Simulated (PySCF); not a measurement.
A run for PySCF: R-MP2/6-31G* on CH6Si (SMILES C[SiH3]) with ghost functions, monomers drawn apart or pushed together.

```python
from pyscf import gto, scf, dft, mp
from pyscf.data.elements import chemcore

mol = gto.M(
    atom='''
    C    -0.74848850   -0.14345780    6.52941652
    Si   -0.08817206   -0.02190840    4.77517287
    H    -0.66317885    0.81484483    7.04541108
    H    -0.19171346   -0.88556391    7.10487368
    H    -1.80054044   -0.43506337    6.53273683
    H    -0.86477762    0.98480274    4.01156903
    H    -0.22285878   -1.33177727    4.09279254
    H     1.33814454    0.37378761    4.78710089
    ghost-C   -0.14707147   -0.13374257    0.50805806
    ghost-F    1.00170528    0.15184835    1.23919335
    ghost-H   -0.85898524    0.68063974    0.64403327
    ghost-H    0.12510908   -0.22828369   -0.54367246
    ghost-H   -0.57109689   -1.06838944    0.87567335
    ''',
    basis='6-31g*',
    cart=True,
    charge=0, spin=0, verbose=3, max_memory=1800)
mf = scf.RHF(mol)
mf.conv_tol = 1e-8
mf.max_cycle = 100
mf.kernel()
if not mf.converged:
    mf = mf.newton().run(mf.mo_coeff, mf.mo_occ)
pt = mp.MP2(mf, frozen=chemcore(mol)).run()
```

Program output:

```
converged SCF energy = -330.27235192703
E(RMP2) = -330.485372188161  E_corr = -0.213020261131624
E(SCS-RMP2) = -330.492747800565  E_corr = -0.220395873535025
```

The calculation finished and met its thresholds.

Cost: around 0.7 core-seconds (rough).
